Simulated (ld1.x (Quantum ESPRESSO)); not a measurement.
# Reading a pseudo-wave (cerium)

Columns: radius, all-electron u(r) and pseudo u(r) of the 6p shell (level -1.33 eV) of cerium in the configuration [Kr] 4d10 4f1 5s2 5p6 5d1 6s2 6p0; PBEsol, scalar-relativistic, PAW scheme, ld1.x (Quantum ESPRESSO) 7.5.

```csv
r (bohr),all-electron,pseudo
0.170,-0.0705,-0.0196
0.340,0.0234,-0.0738
0.510,0.1172,-0.1501
0.680,0.0667,-0.2313
0.850,-0.0381,-0.2996
1.020,-0.1293,-0.3412
1.190,-0.1831,-0.3488
1.360,-0.1987,-0.3227
1.530,-0.1837,-0.2697
1.700,-0.1470,-0.2001
1.870,-0.0970,-0.1244
2.040,-0.0400,-0.0508
2.210,0.0194,0.0168
2.380,0.0780,0.0778
2.550,0.1338,0.1338
2.720,0.1857,0.1857
2.890,0.2331,0.2331
3.060,0.2758,0.2758
3.230,0.3136,0.3136
3.400,0.3467,0.3467
3.570,0.3752,0.3752
3.740,0.3993,0.3993
3.910,0.4192,0.4192
4.080,0.4351,0.4351
4.250,0.4473,0.4473
4.420,0.4562,0.4562
```

Question: How many radial nodes do the two functions have?

Answer: The all-electron 6p function has n − l − 1 = 4 (the table is too coarse to show those close to the nucleus); the pseudo-wave has 1, since 1 lower shell of the same l stays in the valence.

Question: At about which radius was the pseudo-wave matched?

Answer: 2.65 bohr. The columns agree to 0.0005 from 2.38 bohr on; several derivatives are matched, so the curves merge somewhat inside the radius.

Question: Is the pseudo-wave norm-conserving?

Answer: No, it belongs to a PAW set: the norm inside the radius is not constrained, and the difference is carried by the augmentation charge.
